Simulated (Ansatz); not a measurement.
Cu(AsH3)(N(SiH3)2) (CuSi₂AsNH₉) was relaxed with r2SCAN-D4 (def2-SVP) in Ansatz in these states: neutral singlet, neutral triplet. The geometries follow in no particular order.

A:

Cartesian coordinates in Å:
```
Cu -0.195 -1.675 0.075
As 0.338 -1.091 -2.234
H 1.481 -1.999 -2.626
H 0.669 0.017 -3.290
H -0.711 -1.777 -3.079
N -0.236 -0.097 1.098
Si -1.700 0.830 0.907
Si 1.342 0.499 1.537
H -2.166 1.329 2.240
H -2.759 -0.052 0.324
H -1.531 2.020 0.007
H 1.787 1.663 0.701
H 2.339 -0.605 1.370
H 1.342 0.938 2.970
```

B:

```xyz
14

Cu    0.465    0.610   -0.499
As    1.576    2.094   -1.746
H     2.226    1.646   -3.033
H     2.765    2.843   -1.188
H     0.848    3.294   -2.307
N    -0.457   -0.611    0.513
Si   -1.697    0.022    1.529
Si    0.017   -2.259    0.342
H    -3.061   -0.533    1.228
H    -1.787    1.512    1.353
H    -1.460   -0.225    2.993
H     0.519   -2.876    1.619
H     1.135   -2.364   -0.656
H    -1.088   -3.153   -0.148
```

Judge from the bond lengths which geometry belongs to which state (an estimate).

A is the neutral triplet (Cu1–As2 2.441 Å, As2–H4 1.566 Å, Cu1–N6 1.882 Å); B is the neutral singlet (Cu1–As2 2.235 Å, As2–H4 1.512 Å, Cu1–N6 1.834 Å).
